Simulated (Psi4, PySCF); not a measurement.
CH10N2O2Si2 (SMILES C[Si](O)(O)N[SiH2]N), singlet, geometry from GFN2-xTB, atoms displaced at random by about 0.03 Å a coordinate. Base run: TPSS/STO-3G, gradient (PySCF).

Here is a job for PySCF.
```python
from pyscf import gto, scf, dft

mol = gto.M(
    atom='''
Si   -1.142270   -0.118875   -0.245944
C    -2.377274   -1.232481    0.624874
O    -1.382422    1.462767   -0.190048
O    -1.274591   -0.401228   -1.850032
N     0.482449   -0.417637    0.333039
Si    1.786407    0.547282    0.352386
N     3.095277   -0.371037    1.007338
H    -2.330512   -2.240830    0.291725
H    -3.364217   -0.888723    0.306755
H    -2.271630   -1.163984    1.665179
H    -1.286155    1.864628    0.658004
H    -0.996925    0.243272   -2.459052
H     0.607818   -1.378396    0.670070
H     2.043693    1.126127   -0.924500
H     1.634229    1.726777    1.275898
H     3.313295   -1.254559    0.595526
H     3.954801    0.043079    1.186597
''',
    basis='sto-3g',
    charge=0,
    spin=0,
    verbose=3,
)

mf = dft.RKS(mol)
mf.xc = 'tpss'
mf.kernel()
g = mf.nuc_grad_method()
grad = g.kernel()
```

Programs used: Psi4, PySCF; a row that names a program was run with it.

The coordinate followed is y of atom 9.

Each row names what was changed in the base input (with any setting that the change needs).

| change | dE/dx (Eh/bohr) | net force (Eh/bohr) |
|---|---|---|
| base | -0.004096 | 0.000036 |
| density fitting = on | -0.004099 | 0.000036 |
| finite difference step (bohr) = 1e-5; conv_tol = 1e-11 | -0.004101 | - |
| grids.level = 0; grid_response = on | -0.004204 | 0.000000 |
| conv_tol = 1e-11 | -0.004096 | 0.000036 |
| finite difference step (bohr) = 1e-3; conv_tol = 1e-11 | -0.004101 | - |
| conv_tol = 1e-4 | -0.004095 | 0.000036 |
| grids.level = 1; grid_response = off | -0.004091 | 0.001269 |
| code = psi4 | -0.004100 | 0.000265 |
| grids.level = 1; grid_response = on | -0.004110 | 0.000000 |
| grids.level = 5; grid_response = off | -0.004097 | 0.000009 |
| finite difference step (bohr) = 0.05; conv_tol = 1e-11 | -0.004068 | - |

The net force is zero for an exact gradient.
